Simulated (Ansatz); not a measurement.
cerium atom (Ce), triplet (typed; the unrestricted solution is spin-contaminated) (core potentials on Ce).

Here is a job for Ansatz (a program for electronic structure).
Ansatz 0.2 input:
```yaml
crystal:
  periodic: [false, false, false]
  atoms:
    - {symbol: Ce, position_ang: [0.00000000, 0.00000000, 0.00000000]}
basis:
  gaussian:
    orbitals: def2-TZVPP
hamiltonian:
  xc: hf
magnetization: {spin_polarized: true, initial_magnetization: 2}
```

Q: Predict the <S^2> from Ansatz with HF/def2-TZVPP.

A: 2.464

Q: Estimate the number of basis functions that HF/def2-TZVPP returns for this input.

A: 102

Q: Predict the total energy from HF/def2-TZVPP.

A: -473.530144 Ha

Q: Roughly what does it cost on one core?

A: roughly 90 core-seconds.
